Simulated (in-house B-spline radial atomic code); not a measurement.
Bi³⁺. Computed with a B-spline radial atomic code. Model: all-electron spherical atom, spin shells full or empty, radial basis limit, no spin-orbit coupling, Breit or QED, empty-state partial waves extrapolated as (l+1/2)^-4, RPA, G0W0 and static COHSEX of the highest shell as one setting changes (uncorrelated shells keep exact exchange).

Without the two-electron picture change, core correlation of heavy ions comes too large.

Given: element Bi; charge 3; filled core Xe; hamiltonian one-electron scalar X2C; mean-field start PBE0; highest l of empty states 9; nuclear rms radius 5.5211 fm; highest mean-field shell 6s.

Shell: 4f 7 7, 5d 5 5, 6s 1 1 (electrons up and down).

```
lowest nl shells left uncorrelated  RPA correlation energy (hartree)  G0W0 level (eV)  G0W0 minus most complete (meV)  COHSEX level (eV)  removal by RPA minus most complete (meV)
                                 0                           -7.1731          -45.234                               0            -47.237                                         0
                                 1                            -6.923          -45.233                             0.1            -47.237                                      -0.1
                                 2                                 ?                ?                               ?                  ?                                         ?
                                 3                            -6.082          -45.233                             0.3            -47.237                                       0.4
                                 4                           -5.8814          -45.238                            -4.5            -47.248                                       5.3
                                 5                           -5.2597          -45.237                            -2.9            -47.247                                       4.5
                                 6                           -4.2266          -45.225                             8.7            -47.227                                        -3
                                 7                           -4.0388           -45.25                           -16.4            -47.283                                      20.3
                                 8                            -3.472          -45.251                           -17.7            -47.291                                      17.9
                                 9                           -2.5131          -45.218                            15.7            -47.238                                     -28.4
                                10                           -2.3186          -45.278                             -44            -47.348                                        19
                                11                           -1.0379          -45.113                           120.6            -47.098                                     -79.6
                                12                                 ?                ?                               ?                  ?                                         ?
                                13                         -0.052025           -43.93                          1303.8            -45.225                                   -1548.5
```

(1) What follows for lowest nl shells left uncorrelated = 12?

(2) What follows for lowest nl shells left uncorrelated = 2?

Answers

(1) RPA correlation energy -0.65251 hartree; G0W0 level -45.056 eV; G0W0 minus most complete 177.7 meV; COHSEX level -47.025 eV; removal by RPA minus most complete -166.6 meV.

(2) RPA correlation energy -6.7067 hartree; G0W0 level -45.235 eV; G0W0 minus most complete -0.9 meV; COHSEX level -47.24 eV; removal by RPA minus most complete 1.1 meV.
